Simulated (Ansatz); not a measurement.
```yaml
crystal:
  periodic: [false, false, false]
  atoms:
    - {symbol: Cl, position_ang: [-0.852880, -0.217682, 1.821586]}
    - {symbol: Si, position_ang: [0.003445, -0.042577, -0.003195]}
    - {symbol: Cl, position_ang: [1.690477, -1.158176, -0.059225]}
    - {symbol: Cl, position_ang: [-1.285660, -0.709676, -1.412792]}
    - {symbol: Br, position_ang: [0.494418, 2.054411, -0.387875]}
basis:
  gaussian: {orbitals: def2-mTZVPP, fitting: {mean_field: cc-pVTZ-jkfit}}
total_charge: 3
magnetization: {spin_polarized: true, initial_magnetization: 1}
hamiltonian: {xc: {name: PBE0-DH}}
```

```sh
$ ansatz run in.yaml --threads 4 --pin off --events-out ev --progress --plain --max-ram 10444MiB
```

It prints (some lines left out):

```
Functional definition: PBE0-DH
691 factors; integrals over basis functions are off by at most 2.6e-1 eV
mean field evaluation 1: about -115395.8290 eV, gradient 4.5e1 eV
mean field evaluation 2: about -115395.8280 eV, gradient 4.5e1 eV
mean field evaluation 4: about -115399.1804 eV, gradient 4.4e1 eV
mean field evaluation 8: about -115415.3573 eV, gradient 5.3e0 eV
mean field evaluation 16: about -115416.3005 eV, gradient 2.2e0 eV
mean field evaluation 32: about -115416.9262 eV, gradient 6.1e-2 eV
mean field evaluation 64: about -115416.8868 eV, gradient 7.8e-2 eV
mean field evaluation 128: about -115416.9269 eV, gradient 2.8e-2 eV
mean field evaluation 160: about -115416.9109 eV, gradient 1.7e-1 eV
mean field evaluation 192: about -115416.9214 eV, gradient 1.3e-1 eV
mean field -115416.92802521 eV, -4241.4938725227 hartree, gradient 5.3e-9 eV, S^2 1.756108; 10 other end points of the search recorded, 0 dependent functions left out
29 core orbitals not correlated: weight in the atoms' cores, before any rotation towards them, 1.000 or more for the frozen orbitals, at most 0.000 for the correlated occupied ones
reference -115416.92804337 eV, -4241.4938731902 hartree; 20, 19 occupied and 95, 96 virtual orbitals, 691 factors
second order -24.26226372 eV of doubles, -0.00000000 eV of singles
Total energy: -115419.96082633 eV, -4241.6053259084 hartree
```

(1) Something in this input is off. What?

Results:

(1) The charge is far from anything that the molecule holds. The calculation finished and met its thresholds. The result belongs to that input, not to the molecule as meant.
